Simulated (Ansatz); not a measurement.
Geometry optimisation, RKS PBE0/6-31G* (Ansatz 0.2.0).

Input file:

```yaml
crystal:
  periodic: [false, false, false]
  atoms:
    - { symbol: B, position_ang: [-0.24777, 0.540818, -0.188086] }
    - { symbol: Cl, position_ang: [-0.246972, -0.461477, 2.711758] }
    - { symbol: H, position_ang: [0.839132, 0.035272, -0.252578] }
    - { symbol: O, position_ang: [-1.37833, -0.119886, -0.520196] }
    - { symbol: H, position_ang: [-1.204839, -1.043988, -0.74281] }
    - { symbol: P, position_ang: [-0.384904, 2.423922, 0.144537] }
    - { symbol: H, position_ang: [-1.566703, 2.480613, 0.928149] }
    - { symbol: H, position_ang: [0.546291, 2.559379, 1.206831] }
    - { symbol: H, position_ang: [-0.387405, 0.743148, 2.154197] }
basis:
  gaussian: { orbitals: "6-31G*" }
hamiltonian:
  xc: pbe0
relax:
  f_tol: 0.03
  max_steps: 50
```

Launched with:

```bash
$ ansatz run input.yaml --threads 1 --pin off --max-ram 2048MiB --backend cpu --events-out ev --progress --plain --runs-dir out
```

Q: Where does it end, and by what steps?

A: The forces met the threshold. After 34 steps the energy has fallen by 0.255 eV; Cl2 moved furthest, 1.48 Å.

```csv
step,energy less start (eV),largest force component (eV/Å),accepted
0,0.0000,0.947,yes
2,-0.0504,0.778,yes
4,-0.0498,0.566,no
6,-0.0767,0.141,yes
8,-0.0786,0.033,yes
10,-0.0806,0.076,yes
12,-0.0826,0.247,yes
14,-0.0870,0.108,yes
16,-0.1048,0.583,yes
18,-0.1500,0.787,yes
20,-0.1922,0.348,yes
22,-0.2146,0.187,yes
24,-0.2343,0.172,yes
26,-0.2440,0.248,yes
28,-0.2505,0.126,yes
30,-0.2543,0.061,yes
32,-0.2550,0.051,yes
34,-0.2551,0.029,yes
```

```xyz
9
Properties=species:S:1:pos:R:3
B -0.187 0.788 -0.410
Cl -1.607 -0.438 3.305
H 0.349 0.608 -1.470
O -0.669 -0.283 0.288
H -0.519 -1.124 -0.163
P -0.530 2.560 0.226
H -0.382 2.340 1.620
H 0.767 3.082 -0.009
H -1.254 -0.375 2.054
```

Whether the end is a true minimum wasn't checked by a vibrational analysis.

Time of the run: 2.5 min on 1 thread of Arm Neoverse V1, with other jobs on the host, peak memory 0.15 GiB.
